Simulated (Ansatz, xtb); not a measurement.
Two isomers of C2H6N2OSi2

We compare X, `N#C[SiH2]N[SiH2]C=O`, a singlet, with Y, `N#C[Si@@H](C=O)N[SiH3]`, a singlet. Both are isolated molecules in the gas phase, relaxed with PBE-D3(BJ)/def2-SVP, each in the lowest conformer that the search found.

X (Å):

```xyz
13

C     1.6594    0.3864    3.3862
C    -2.3441    1.1377    0.3950
N     2.7340    0.2521    3.8397
N     0.3920    0.9116    0.9485
O    -2.3735    0.9052    1.5998
Si   -0.0599    0.6070    2.6295
Si   -0.6030    1.2261   -0.4406
H    -0.7409   -0.6927    2.9206
H    -0.6342    1.7578    3.3932
H     1.4073    0.8929    0.8065
H    -0.5168    0.1960   -1.5376
H    -0.4152    2.5823   -1.0710
H    -3.3183    1.2872   -0.1579
```

Y (Å):

```xyz
13

C     0.2920   -3.3666   -1.4067
C    -1.4420   -0.9005   -1.1958
N     0.2159   -4.5354   -1.3176
N     1.3153   -0.7570   -0.2795
O    -1.6610   -0.2112   -0.2133
Si    0.3749   -1.4984   -1.5184
Si    0.8502   -0.0418    1.2841
H     0.8609   -1.2075   -2.9078
H    -2.2875   -1.1928   -1.8913
H     2.3304   -0.7899   -0.4165
H     0.3079    1.3526    1.1681
H     2.1529    0.0294    2.0382
H    -0.1005   -0.9181    2.0425
```

Question: Which of the two would you expect CCSD(T)/def2-SVP + ΔMP2/def2-TZVPP electronic energies to favour?

Answer: Structure X; the calculation gives E(Y) − E(X) = +10.8 kJ/mol.

The same difference at several levels:

```csv
level,geometry,E(Y) − E(X) (kJ/mol),departure from the last row (kJ/mol),"job, with rough time for the two"
GFN2-xTB,GFN2-xTB,+15.7,+4.9,"optimisation, 0.99 s"
HF/STO-3G,GFN2-xTB,+0.5,−10.3,"single point, 0.48 s"
r2SCAN-D4/def2-SVP,GFN2-xTB,+8.8,−2.0,"single point, 4 s"
PBE-D3(BJ)/def2-SVP,PBE-D3(BJ)/def2-SVP,+8.4,−2.3,"optimisation, 42 s"
HF/def2-SVP,PBE-D3(BJ)/def2-SVP,+7.3,−3.5,part of the CCSD(T) run
MP2/def2-SVP,PBE-D3(BJ)/def2-SVP,+5.4,−5.4,part of the CCSD(T) run
CCSD(T)/def2-SVP,PBE-D3(BJ)/def2-SVP,+6.5,−4.3,single point
CCSD(T)/def2-SVP + ΔMP2/def2-TZVPP,PBE-D3(BJ)/def2-SVP,+10.8,,"single point, 51 s"
```

As drawn, both hold the same kinds of bond in the same numbers.

HF/STO-3G finds them nearly level. The largest departure from CCSD(T)/def2-SVP + ΔMP2/def2-TZVPP is that of HF/STO-3G, 10.3 kJ/mol. The last row adds to CCSD(T) the change of the MP2 difference between the two basis sets, here +4.3 kJ/mol.

With thermal terms from frequencies at re-optimised GFN2-xTB minima (ideal gas, soft modes damped towards free rotors, one conformer each, 298.15 K, 1 atm): the zero-point term adds −1.4 kJ/mol; ΔH is +10.2 and ΔG +8.0 kJ/mol.

The correlated steps freeze 15 core orbitals. Mirror images aren't counted in ΔG. Programs: Ansatz 0.2.0, xtb 6.7.1; the last row on 2 threads of Intel(R) Xeon(R) 6975P-C (Granite Rapids) on a shared host.
